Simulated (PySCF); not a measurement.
Vertical excitations of a molecule C4H6ClF from PySCF 2.14.0 with TDA-PBE/def2-SVPD, as energy in eV (oscillator strength): 6.05 (0.008), 6.32 (0.014), 6.42 (0.009), 6.74 (0.009), 7.25 (0.021), 7.30 (0.014), 7.38 (0.019), 7.59 (0.006), 7.68 (0.011), 7.70 (0.044). Lowest triplet (TDA): 5.49 eV. The structure is a stationary point at B3LYP-D3(BJ)/def2-SVP. One conformer was computed; it need not be the lowest.

### Question
Pick the molecule that these values belong to.
A. C[C@@H]1[C@H](F)[C@@H]1Cl
B. C[C@]1(F)C[C@H]1Cl
C. CC/C(Cl)=C\F
D. F[C@H]1C[C@@H](Cl)C1

### Answer
B, C[C@]1(F)C[C@H]1Cl
